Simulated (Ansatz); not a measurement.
Basis sets compared for Pd3⁻ (the lowest doublet isomer of a short search). Charge -1, multiplicity 2. Geometry PBE0-D4/def2-TZVPD. Ansatz on 4 threads of Arm Neoverse V1 on a shared host; times are rough, and most runs start from earlier orbitals.

```xyz
3

Pd    1.083   -0.298   -0.959
Pd   -1.073    0.945   -0.368
Pd   -0.010   -0.648    1.327
```

In the def2 sets Pd takes a core potential; there is no spin–orbit coupling. At PBE-D4/def2-SVPD, PBE-D4/def2-TZVPD the highest occupied level of the charge -1 doublet lies above zero (up to 0.91 eV). By energy differences its removal costs 1.90 eV (vertical, to the charge 0 triplet, at PBE-D4/def2-TZVPD); a positive level beside a positive removal energy at the same level points to self-interaction error. The structure comes from a short search, and lower isomers may exist.

```csv
level,functions,energy (Eh),HOMO (eV),LUMO (eV),wall time
PBE-D4/def2-SVPD,102,-383.7690,0.90,1.32,2.5 s
PBE0-D4/def2-SVPD,102,-383.6470,-0.31,2.36,3.7 s
```

(1) Estimate the rows for PBE-D4/def2-TZVPD, PBE0-D4/def2-TZVPD.

## Answers

(1) 
```
             level  functions  energy (Eh)  HOMO (eV)  LUMO (eV)  wall time
 PBE-D4/def2-TZVPD        120    -383.8700       0.91       1.32      2.8 s
PBE0-D4/def2-TZVPD        120    -383.7440      -0.30       2.37      7.5 s
```
